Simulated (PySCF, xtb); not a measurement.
**Two structures of CHFSn**

Structure a: a triplet given by its coordinates. Structure b: `F[CH]=[Sn]`, a singlet. Both are isolated molecules in the gas phase, relaxed with PBE0-D4/def2-SVP.

a (Å):

```xyz
4

C     0.4540   -0.2141   -0.9881
F    -1.6658    0.3619    1.1102
Sn   -0.4983    1.4502   -0.0304
H     1.1615   -0.7008   -1.6754
```

Close contacts (Å): C1–Sn3 2.14, F2–Sn3 1.96, C1–H4 1.10.

b (Å):

```yaml
atoms:
  - { symbol: C, position_ang: [-2.6443, -1.3237, 0.2376] }
  - { symbol: F, position_ang: [-3.3931, -2.1216, 1.0065] }
  - { symbol: Sn, position_ang: [-2.3281, 0.6857, 0.3951] }
  - { symbol: H, position_ang: [-2.1583, -1.8994, -0.5730] }
```

Which of the two would you expect CCSD(T)/def2-TZVP electronic energies to favour?

Structure b; the calculation gives E(b) − E(a) = −11.1 kcal/mol.

Level by level:

```
            level          geometry  E(b) − E(a) (kcal/mol)  departure from the last row (kcal/mol)  job, with rough time for the two
 PBE0-D4/def2-SVP  PBE0-D4/def2-SVP                     −13.6                                    −2.5                optimisation, 82 s
     HF/def2-TZVP  PBE0-D4/def2-SVP                     +23.6                                   +34.6           part of the CCSD(T) run
    MP2/def2-TZVP  PBE0-D4/def2-SVP                     −13.1                                    −2.0           part of the CCSD(T) run
CCSD(T)/def2-TZVP  PBE0-D4/def2-SVP                     −11.1                                                      single point, 11 min
```

HF/def2-TZVP puts the two in the other order. The largest departure from CCSD(T)/def2-TZVP is that of HF/def2-TZVP, 34.6 kcal/mol. Levels run at GFN2-xTB geometries aren't shown. The triplet state of a needn't be its ground state.

With thermal terms from frequencies at re-optimised GFN2-xTB minima (ideal gas, soft modes damped towards free rotors, one conformer each, 298.15 K, 1 atm): on the last row, ΔE + ΔZPE = −8.1, ΔH = −8.9, ΔG = −7.0 kcal/mol.

Open shells are spin-unrestricted. The correlated steps freeze 6 core orbitals; the filled d shell of Sn is correlated, in a basis made for valence electrons. Atoms past krypton carry core potentials in the def2 sets and no spin–orbit term is included. ΔG holds the spin degeneracy. Run with PySCF 2.14.0, xtb 6.7.1; the last row on 2 threads of Arm Neoverse V1 on a shared host.
